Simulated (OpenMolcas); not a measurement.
Ta3+ (d2) on a cation site of an ionic host was computed by CASSCF with the d shell active (OpenMolcas, ANO-RCC-VTZP on the metal). Its lowest spin-free states, and all those of the highest spin:

```csv
2S+1,Degeneracy,E (cm-1)
3,3,0.0
1,2,9440
1,3,9698
1,1,22192
3,3,33004
3,3,41423
1,3,43919
1,3,46065
3,1,67756
1,2,78818
1,1,90920
```

Is the site octahedral, tetrahedral or cube-like, axial, or of lower symmetry?

The states with 2S+1 = 3 have orbital degeneracies 3, 3, 3, 1. Threefold states need a cubic site. For d2 at this spin an octahedron puts the threefold T1 below the threefold T2 and a tetrahedron or cube puts the single A2 below the threefold T2, so the site is octahedral. The run had Ta3+ with its 6 nearest fluoride ions at 2.029 Å, on the Zn site of KZnF3 (a = 4.054 Å, distance in the model lattice 2.027 Å). The rest of the host is ab initio model potentials to 7.6 Å, with orthogonalisation functions on the cations behind the ligands, and point charges beyond; the distance is set by hand and nothing relaxes, and no local charge compensation is placed. Ligand basis ANO-RCC-VDZP.

An orbital triplet at a regular site is open to Jahn-Teller coupling, which can distort the site and quench the lowest spin-orbit gaps and is left out. Without dynamic correlation the repulsion within the d shell is too large (B by tens of per cent), so at a given field states of lower spin stand too high. The least metal-like active orbital is 81 % on the metal (Löwdin) and no ligand orbital is active, so the numbers are rough. With metal d orbitals alone the field can be off either way by tens of per cent. Ligand-to-metal charge-transfer states are missing. With no ligand orbital active B as a rule stays too high, so bands that hang on it stand too high and its fall with covalency is understated. No measured value stands beside these numbers; the geometry was set by hand and not optimised.
